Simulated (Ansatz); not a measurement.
One change: `F[SiH2][SiH2]S` becomes `O[SiH](F)[SiH2]S`.

Ansatz, PBE0-D4/def2-TZVP geometries, multiplicity 1. Each molecule was computed in one conformer, which needn't be the lowest.

```csv
property,`F[SiH2][SiH2]S`
HOMO–LUMO gap (ωB97M-V/def2-TZVPP) / eV,10.29
HOMO energy (PBE0/def2-TZVPP) / eV,-7.43
LUMO energy (B3LYP/def2-TZVPP) / eV,-1.19
LUMO energy (PBE0/def2-TZVPP) / eV,-1.02
HOMO–LUMO gap (PBE0/def2-TZVPP) / eV,6.41
size of the dipole moment (B3LYP/def2-TZVPP) / D,1.18
```

Task: What does the change do to each property? (Best estimate.)

Result: Computed: 
| property | `O[SiH](F)[SiH2]S` | shift |
| --- | --- | --- |
| HOMO–LUMO gap (ωB97M-V/def2-TZVPP) / eV | 10.56 | 0.27 |
| HOMO energy (PBE0/def2-TZVPP) / eV | -7.54 | -0.11 |
| LUMO energy (B3LYP/def2-TZVPP) / eV | -0.98 | 0.21 |
| LUMO energy (PBE0/def2-TZVPP) / eV | -0.80 | 0.22 |
| HOMO–LUMO gap (PBE0/def2-TZVPP) / eV | 6.74 | 0.33 |
| size of the dipole moment (B3LYP/def2-TZVPP) / D | 1.04 | -0.14 |

With PBE0 the HOMO falls by 0.11 eV and the LUMO rises by 0.22 eV, so the gap widens by about 0.33 eV. PBE moves the HOMO by -0.11 eV and ωB97M-V by -0.08 eV. Dipoles are sizes alone; their direction can turn.

B3LYP here is the variant with VWN-RPA as its local correlation; programs differ in this.
